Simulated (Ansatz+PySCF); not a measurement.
A calculation with PySCF 2.14.0.

```python
from pyscf import gto, scf

mol = gto.M(atom="""
Cu 0.000000 0.000000 -0.098410
H 0.000000 0.000000 2.853840
""", basis='sto-3g', charge=0, spin=0)
mf = scf.RHF(mol)
mf.init_guess = '1e'
mf.kernel()
while True:  # follow internal instabilities
    mo, _, stable, _ = mf.stability(return_status=True)
    if stable: break
    mf.kernel(mf.make_rdm1(mo, mf.mo_occ))
print(mf.converged, mf.e_tot, mf.spin_square()[0])
```

The script is written out from the run's settings.

Results

```json
{
  "Converged": "yes",
  "Total energy": "-1620.66852 hartree",
  "Spin squared of the determinant": "0.000"
}
```

Caution: another spin multiplicity may lie lower; an unrestricted determinant lies well below.
